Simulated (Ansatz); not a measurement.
Species: sum formula AlH2Br, charge 0, multiplicity 1. 
Geometry from a B3LYP-D3(BJ)/def2-TZVP (Ansatz, an electronic-structure program) optimisation:
```
Al
H 1 1.5694
H 1 1.5694 2 124.82
Br 1 2.2670 2 117.59 3 180.00
```

Property: vertical ionisation energy (to the doublet state of charge +1; each state is the SCF solution reached for its spin; for the doublet T1 is 0.049), in eV. Valence correlation only, unless marked. UHF or UKS for open shells. No spin-orbit coupling. The frozen core is the preceding noble-gas configuration, with the filled d and f shells of earlier blocks. Non-relativistic. CBS marks a two-point X^-3 extrapolation of the correlation energy; Hartree-Fock from the larger set.

```
level                                 program  vertical ionisation energy (eV)
------------------------------------  -------  -------------------------------
HF/def2-TZVPPD                         Ansatz                             9.99
SVWN5/def2-TZVPD                       Ansatz                            10.28
BHLYP/def2-TZVPD                       Ansatz                            10.67
CAM-B3LYP/def2-TZVPD                   Ansatz                            10.72
MP2/def2-TZVPPD                        Ansatz                            10.97
MP2/def2-QZVPPD                        Ansatz                            11.07
SCS-MP2/def2-QZVPPD                    Ansatz                            11.01
CCSD/def2-TZVPPD                       Ansatz                            10.76
CCSD(T)/def2-QZVPPD                    Ansatz                            10.89
CCSD(T)/CBS(def2-TZVPPD,def2-QZVPPD)   Ansatz                            10.97
```
